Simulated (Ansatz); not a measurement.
Ansatz (an electronic-structure program) input (PBE0/STO-3G):

Ansatz 0.2 input:
```yaml
crystal:
  periodic: [false, false, false]
  atoms:
    - {symbol: B, position_ang: [-1.57671103, 0.08556341, -0.16143477]}
    - {symbol: Br, position_ang: [0.29141256, 0.00806264, 0.01389763]}
    - {symbol: H, position_ang: [-2.31588439, -0.71000955, 0.32075689]}
basis:
  gaussian:
    orbitals: STO-3G
hamiltonian:
  xc: {name: PBE0}
magnetization: {spin_polarized: true, initial_magnetization: 1}
```

End of the output:

```
integrals: 0.00 GiB planned
252 factors; integrals over basis functions are off by at most 2.3e-5 eV
mean field: 0.10 GiB planned
mean field evaluation 1: about -69954.9542 eV, gradient 5.7e0 eV
mean field evaluation 2: about -69955.1396 eV, gradient 5.0e0 eV
mean field evaluation 4: about -69955.3657 eV, gradient 1.6e-1 eV
mean field evaluation 8: about -69955.3536 eV, gradient 1.1e-3 eV
mean field -69955.35355609 eV, -2570.8118257445 hartree, gradient 2.4e-5 eV, S^2 0.753429; 0 other end points of the search recorded, 0 dependent functions left out
reference -69955.35356529 eV, -2570.8118260828 hartree; 21, 20 occupied and 3, 4 virtual orbitals, 252 factors
Total energy: -69955.35356529 eV, -2570.8118260828 hartree
```

It need not be the lowest isomer of its formula.
